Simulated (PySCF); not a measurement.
Energy of Tc⁺ (technetium, charge +1) between two integer charges

The 5s alpha orbital of [Kr] 4d5 5s1 is emptied in steps (occupation f), with all orbitals relaxed, ending at [Kr] 4d5. Computed with PySCF 2.14 in def2-TZVPPD with the def2 core potential (28 electrons) (6s4p3d2f1g, 56 functions), with a scalar-relativistic core potential. The exact energy is a straight line in f; departures are measured from the line between the end points of the same method.

Task: Among BHandHLYP, wB97X, M06-2X, which shows the largest delocalisation error (convex curve), and which is closest to linear?

Result: Most convex: BHandHLYP (-0.405 eV at f = 0.5); closest to linear: wB97X (-0.055 eV).

```tsv
f	BHandHLYP (eV)	wB97X (eV)	M06-2X (eV)
1	0.000	0.000	0.000
0.75	-0.304	-0.046	-0.262
0.5	-0.405	-0.055	-0.333
0.25	-0.303	-0.036	-0.234
0	0.000	0.000	0.000
```

| method | E(f=0) − E(f=1) (eV) | −ε at f=1 (eV) | −ε at f=0.5 (eV) |
| --- | --- | --- | --- |
| BHandHLYP | 14.952 | 13.332 | 14.953 |
| wB97X | 14.736 | 14.468 | 14.765 |
| M06-2X | 15.101 | 13.691 | 15.187 |

Reference removal energy between the ground levels: 15.26 eV (semi-empirical (NIST evaluation); NIST Atomic Spectra Database, ionization energies).
